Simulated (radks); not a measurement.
The numbers below are computed, except where a source is named.
The cadmium ion Cd2+, configuration [Kr] 4d10 (the NIST ground configuration). Level of theory: Dirac Kohn-Sham, PBE, spin-unpolarised, spherical densities, finite nucleus; Fermi nuclear charge, rms radius 4.6087 fm (a radial shooting solver on a logarithmic mesh with Libxc functionals).

Normalised radial functions P(r) = r R(r) (large component), r in bohr:

```
   r/bohr * 3d5/2, o 5s1/2 (the largest magnitude, 1.75, reaches the edge; | marks zero, & curves that meet)
 0.001395                             &
 0.002149                             &
 0.003337                             *o
  0.00514                             *o
 0.007917                             *o
  0.01229                             *o
  0.01894                             *o
  0.02917                             |&
  0.04493                            o| *
  0.06976                           o |     *
   0.1075                           o |           *
   0.1655                             |o                   *
    0.257                             |  o                       *
   0.3958                             |o                    *
   0.6097                        o    |         *
   0.9392                           o | *
    1.458                             *      o
    2.246                             *          o
     3.46                             *      o
    5.372                             *o
    8.275                             &
```

3d5/2: eigenvalue -409.23 eV, 0 radial nodes, <r> = 0.336 bohr, 90 % of the charge inside 0.531 bohr. 5s1/2 (empty): eigenvalue -21.310 eV, 4 radial nodes at r = 0.0381, 0.152, 0.413, 1.06 bohr, <r> = 2.47 bohr, 90 % of the charge inside 3.60 bohr.
